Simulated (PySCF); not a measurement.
C₂H₆N₂Si. Atoms are numbered in the order given.

```xyz
11

C      2.5879    -0.3006     0.0947
C      1.3804    -0.1325     0.1826
Si    -0.4527     0.0640     0.3400
N     -1.4193    -1.2325    -0.2522
N     -0.8050     1.4577    -0.6072
H      3.6505    -0.4483     0.0161
H     -0.7462     0.1001     1.8063
H     -1.3460    -1.5088    -1.2273
H     -1.5965    -2.0363     0.3420
H     -0.1126     2.1933    -0.7018
H     -1.7503     1.8261    -0.6439
```
Charge 0, spin multiplicity 1.

The structure is a stationary point at r2SCAN-D4/def2-SVP. The structure was generated by enumeration, and PubChem lists no compound with its InChIKey, so it may never have been made. The values are those of a single conformer.

Method: TDDFT-B3LYP/def2-SVPD run with PySCF.

Vertical excitations. Gas-phase values at a fixed geometry.

Computed lowest excited states:
| state | energy (eV) | λ (nm) | f | main pairs |
|---|---|---|---|---|
| S1 | 5.93 | 209 | 0.002 | HOMO→LUMO+1 32 %, HOMO−2→LUMO 32 %, HOMO−3→LUMO+1 11 %, HOMO−1→LUMO+1 10 % |
| S2 | 6.04 | 205 | 0.021 | HOMO→LUMO 38 %, HOMO−2→LUMO+1 26 %, HOMO−2→LUMO 15 %, HOMO−1→LUMO 12 % |
| S3 | 6.06 | 205 | 0.007 | HOMO−2→LUMO 38 %, HOMO→LUMO+1 34 %, HOMO→LUMO 15 % |
| S4 | 6.18 | 201 | 0.006 | HOMO−1→LUMO+1 69 %, HOMO→LUMO+1 16 % |
| S5 | 6.29 | 197 | 0.022 | HOMO−1→LUMO 58 %, HOMO→LUMO 28 % |
| S6 | 6.47 | 192 | 0.052 | HOMO−3→LUMO 41 %, HOMO−1→LUMO 14 %, HOMO−2→LUMO+1 11 %, HOMO→LUMO 9 % |
| S7 | 6.65 | 186 | 0.023 | HOMO−3→LUMO+1 49 %, HOMO−1→LUMO+1 15 %, HOMO→LUMO+1 11 %, HOMO−1→LUMO 7 % |
| S8 | 6.91 | 179 | 0.011 | HOMO→LUMO+2 84 % |
| S9 | 7.01 | 177 | 0.010 | HOMO−1→LUMO+2 84 % |
| S10 | 7.37 | 168 | 0.051 | HOMO−2→LUMO+2 66 %, HOMO−2→LUMO+1 21 % |
| T1 | 4.88 | 254 | 0 | HOMO−3→LUMO 27 %, HOMO−2→LUMO+1 24 %, HOMO→LUMO 14 %, HOMO−1→LUMO 10 % |
| T2 | 5.32 | 233 | 0 | HOMO−2→LUMO+1 38 %, HOMO−3→LUMO 13 %, HOMO→LUMO 11 %, HOMO−2→LUMO+2 11 % |
| T3 | 5.32 | 233 | 0 | HOMO−2→LUMO 39 %, HOMO−3→LUMO+1 17 %, HOMO→LUMO+1 10 %, HOMO−2→LUMO+1 10 % |
| T4 | 5.86 | 212 | 0 | HOMO→LUMO+1 68 %, HOMO−2→LUMO 16 % |
Triplets are in the Tamm–Dancoff approximation, which puts them higher than full response would, so one can lie above its singlet here.
